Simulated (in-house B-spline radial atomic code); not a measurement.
RPA and G0W0 on Hartree-Fock: Cd

Configuration [Kr] 4d10 5s2, mean-field start Hartree-Fock. Computed with an all-electron radial atomic-structure program (B-spline basis): all electrons, scalar-relativistic (spin-free one-electron X2C), finite nucleus, each spin shell either full or empty, empty states to l = 9 with an (l + 1/2)⁻⁴ tail; G0W0 by contour deformation at full frequency.

Command:
```bash
python run_gw.py task.json out
```
Settings (radii: box in bohr, nucleus in fm):
```
Z                        48
electrons                48
configuration            [Kr] 4d10 5s2
hamiltonian              x2c
method                   hf
lmax                     9
rms_radius               4.6087
spin_polarised           False
box_radius               40
intervals                72
ion_configuration        [Kr] 4d10 5s1
```

Run time, properties included: 8.4 s on 1 thread of Arm Neoverse V2, with other jobs on the host.

Energies (hartree):

```tsv
term	value
mean-field total	-5591.39303
Hartree-Fock functional on these orbitals	-5591.39303
direct second order	-3.8622
second-order exchange	1.0773
SOSEX correction	1.008
```

(1) What is the RPA correlation energy, and what remains with SOSEX?

Quasi-particle levels (eV):

```csv
level,occupied,mean field,Σx - vxc,Σc,QP weight,G0W0
5s,yes,-7.653,0.00,?,?,?
4d,yes,-19.613,0.00,0.82,0.899,-18.796
```

G0W0 = mean field + (Σx - vxc) + Σc, with Σc (partial-wave tail included) taken at the quasi-particle energy. Only the outer levels were computed. Levels of low weight are left out.

(2) Where does G0W0 put 5s?

(3) What does it cost to remove one electron (to [Kr] 4d10 5s1) by differences of total energies, each species on its own start (correlation terms add to the Hartree-Fock functional)?

## Answers

(1) RPA gives -3.4315 hartree (-1.95 eV per electron); RPA + SOSEX gives -2.4234, and the second-order doubles (MP2) -2.7849 hartree. RPA lacks exchange-type terms and so overcorrelates at short range.

(2) At -8.953 eV, with Σc = -1.30 eV and a quasi-particle weight of 0.944. The tabulated removal energy is 8.994 eV (NIST, measured); the calculation leaves out spin-orbit coupling, Breit and QED terms, and what these don't explain is the method's own error.

(3) Hartree-Fock functional 7.331 eV, + RPA 8.756 eV, + RPA + SOSEX 8.441 eV, + second order 9.111 eV. Tabulated: 8.994 eV (NIST, measured); the calculation leaves out spin-orbit coupling, Breit and QED terms, and what these don't explain is the method's own error.
